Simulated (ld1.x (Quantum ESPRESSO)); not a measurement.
**Before and after: ultrasoft potential for C**

```
Element                 : carbon (C)
Generator               : ld1.x (Quantum ESPRESSO) 7.5
Type                    : ultrasoft
Functional              : PBEsol
Relativity              : scalar-relativistic
Frozen core             : [He]
Valence charge          : 4
Reference configuration : 2s2 2p2
Partial waves           : 2s (bound): rcut 0.95, rcutus 1.20 bohr; 2s channel at 0.1 Ry: rcut 0.95, rcutus 1.20 bohr; 2p (bound): rcut 1.85, rcutus 2.10 bohr; 2p channel at 1.6 Ry: rcut 1.85, rcutus 2.10 bohr; 3d channel at 0.15 Ry: rcut 1.50, rcutus 2.05 bohr; 3d channel at 1.75 Ry: rcut 1.50, rcutus 2.05 bohr
Local potential         : all-electron potential smoothed inside 2.10 bohr (lloc = -1)
Core correction         : Bessel-smoothed model core inside 0.95 bohr
Augmentation charge     : PSQ, radius 0.90 bohr
```

All-electron outer shells of the reference configuration (PBEsol, scalar-relativistic, ld1.x):

```
shell  level (eV)  outermost node (bohr)  outermost maximum (bohr)
   1s     -272.04                      –                      0.18
   2s      -13.65                   0.38                      1.22
   2p       -5.23                      –                      1.20
```

Change: all radii but the core radius scaled by about 1.39 (s 1.66, p 2.92, d 2.84 bohr, rcut 1.32/2.56/2.08); local potential all-electron potential smoothed inside 2.92 bohr (lloc = -1); augmentation PSQ, radius 1.24 bohr.

Cutoffs: the cutoffs (Ry, on a coarse ladder) from which the occupation-weighted sum of valence levels, in a spherical-Bessel basis at the reference potential, stays within 10 and 1 mRy of its value at 400 Ry; they do not see the model core or the augmentation charge, which bear on the density cutoff. Errors are all-electron minus pseudo energies relative to the spin-unpolarised reference configuration.

**Question.** How do hardness, ghosts and transferability respond?

**Answer.** The potential gets softer (15 Ry and 25 Ry → 10 Ry and 18 Ry); of the 7 tests that both files solve, the error grows in 2 and shrinks in 5 by more than 15 % and 0.3 meV (median size 6.3 → 1.5 meV); neither file shows a bound ghost. A larger radius leaves more room for a smooth pseudo-wave, so fewer plane waves are needed.

| quantity | base | changed |
| --- | --- | --- |
| cutoff, loose | 15 Ry | 10 Ry |
| cutoff, tight | 25 Ry | 18 Ry |
| loose cutoff by channel (10 mRy a level) | s 6 Ry, p 12 Ry | s 10 Ry, p 6 Ry |
| bound ghosts | none | none |
| error for 2s2 2p1, meV [ΔE 10.79 eV] | +6.3 | -1.5 |
| error for 2s2 2p0, meV [ΔE 34.81 eV] | +21 | +8.3 |
| error for 2s1 2p0, meV [ΔE 82.77 eV] | +51 | +76 |
| error for 2s1 2p2, meV [ΔE 19.50 eV] | +1.9 | -0.4 |
| error for 2s1 2p3, meV [ΔE 8.43 eV] | +5.3 | -0.5 |
| error for 2s2 2p2.3, meV [ΔE -1.14 eV] | +0.4 | -1.3 |
| error for 2s0 2p4, meV [ΔE 16.87 eV] | +21 | -2.4 |
| lowest overlap eigenvalue by channel | s 0.61, p 0.35, d 0.98 | s 0.67, p 0.87, d 0.98 |
